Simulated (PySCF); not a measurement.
## Two-component Hartree-Fock for Os (osmium, neutral)

Start: [Xe] 4f14 5d5 6s2 7s1; 5d5/2 filled at m_j = -3/2, -1/2, +1/2, +3/2, +5/2; 7s1/2 filled at m_j = +1/2. Calculated with PySCF 2.14 in x2c-TZVPall-2c with one added diffuse shell each of s, p, d type (12s12p11d2f, 117 functions): generalised Hartree-Fock with the X2C-1e Hamiltonian and a Gaussian nucleus; spin-orbit coupling (SO) screened by Boettger's factors. This is a chosen level, not necessarily the ground level.

```json
{"spinor shell": "1s1/2", "electrons": "2", "ε, screened SO (eV)": "-74262.1", "weight of nominal j (screened SO)": "1.000", "rms radius, screened SO (bohr)": "0.0201"}
{"spinor shell": "2s1/2", "electrons": "2", "ε, screened SO (eV)": "-13082.5", "weight of nominal j (screened SO)": "1.000", "rms radius, screened SO (bohr)": "0.0809"}
{"spinor shell": "2p1/2", "electrons": "2", "ε, screened SO (eV)": "-12503.5", "weight of nominal j (screened SO)": "1.000", "rms radius, screened SO (bohr)": "0.0687"}
{"spinor shell": "2p3/2", "electrons": "4", "ε, screened SO (eV)": "-10966.5", "weight of nominal j (screened SO)": "1.000", "rms radius, screened SO (bohr)": "0.0764"}
{"spinor shell": "3s1/2", "electrons": "2", "ε, screened SO (eV)": "-3114.5", "weight of nominal j (screened SO)": "1.000", "rms radius, screened SO (bohr)": "0.207"}
{"spinor shell": "3p1/2", "electrons": "2", "ε, screened SO (eV)": "-2856.1", "weight of nominal j (screened SO)": "1.000", "rms radius, screened SO (bohr)": "0.198"}
{"spinor shell": "3p3/2", "electrons": "4", "ε, screened SO (eV)": "-2515.5", "weight of nominal j (screened SO)": "1.000", "rms radius, screened SO (bohr)": "0.214"}
{"spinor shell": "3d3/2", "electrons": "4", "ε, screened SO (eV)": "-2087.9", "weight of nominal j (screened SO)": "1.000", "rms radius, screened SO (bohr)": "0.188"}
{"spinor shell": "3d5/2", "electrons": "6", "ε, screened SO (eV)": "-2014.5", "weight of nominal j (screened SO)": "1.000", "rms radius, screened SO (bohr)": "0.193"}
{"spinor shell": "4s1/2", "electrons": "2", "ε, screened SO (eV)": "-697.31", "weight of nominal j (screened SO)": "1.000", "rms radius, screened SO (bohr)": "0.459"}
{"spinor shell": "4p1/2", "electrons": "2", "ε, screened SO (eV)": "-587.66", "weight of nominal j (screened SO)": "1.000", "rms radius, screened SO (bohr)": "0.466"}
{"spinor shell": "4p3/2", "electrons": "4", "ε, screened SO (eV)": "-506.66", "weight of nominal j (screened SO)": "1.000", "rms radius, screened SO (bohr)": "0.499"}
{"spinor shell": "4d3/2", "electrons": "4", "ε, screened SO (eV)": "-326.47", "weight of nominal j (screened SO)": "0.999", "rms radius, screened SO (bohr)": "0.519"}
{"spinor shell": "4d5/2", "electrons": "6", "ε, screened SO (eV)": "-310.86", "weight of nominal j (screened SO)": "0.999", "rms radius, screened SO (bohr)": "0.531"}
{"spinor shell": "5s1/2", "electrons": "2", "ε, screened SO (eV)": "-115.55", "weight of nominal j (screened SO)": "1.000", "rms radius, screened SO (bohr)": "1.08"}
{"spinor shell": "5p1/2", "electrons": "2", "ε, screened SO (eV)": "-80.369", "weight of nominal j (screened SO)": "0.923", "rms radius, screened SO (bohr)": "1.20"}
{"spinor shell": "4f5/2", "electrons": "6", "ε, screened SO (eV)": "-80.260", "weight of nominal j (screened SO)": "0.981", "rms radius, screened SO (bohr)": "0.609"}
{"spinor shell": "4f7/2", "electrons": "8", "ε, screened SO (eV)": "-77.315", "weight of nominal j (screened SO)": "0.986", "rms radius, screened SO (bohr)": "0.610"}
{"spinor shell": "5p3/2", "electrons": "4", "ε, screened SO (eV)": "-64.833", "weight of nominal j (screened SO)": "0.961", "rms radius, screened SO (bohr)": "1.27"}
{"spinor shell": "5d5/2", "electrons": "5", "ε, screened SO (eV)": "-20.490", "weight of nominal j (screened SO)": "0.507", "rms radius, screened SO (bohr)": "1.78"}
{"spinor shell": "6s1/2", "electrons": "2", "ε, screened SO (eV)": "-12.522", "weight of nominal j (screened SO)": "0.999", "rms radius, screened SO (bohr)": "3.05"}
{"spinor shell": "7s1/2", "electrons": "1", "ε, screened SO (eV)": "-2.472", "weight of nominal j (screened SO)": "1.000", "rms radius, screened SO (bohr)": "8.96"}
```

| quantity | screened SO |
| --- | --- |
| E (hartree) | -17263.54667 |
| M_J | 3 |
| ⟨J²⟩ | 12.026 |
| ⟨L²⟩ | 0.294 |
| ⟨S²⟩ | 11.760 |

Each row is a mean over spinors that exchange with the open shell spreads, by up to 9.191 eV (5p3/2).

Rows whose weight is well below 1 are mixtures of j = l ± 1/2: exchange outweighs spin-orbit coupling there, and the label is only the starting occupation.

Breit and QED terms are absent; they matter most for the inner s and p1/2 levels.

Densities and radii are taken from the X2C orbitals without a picture-change correction, which distorts them close to the nucleus.
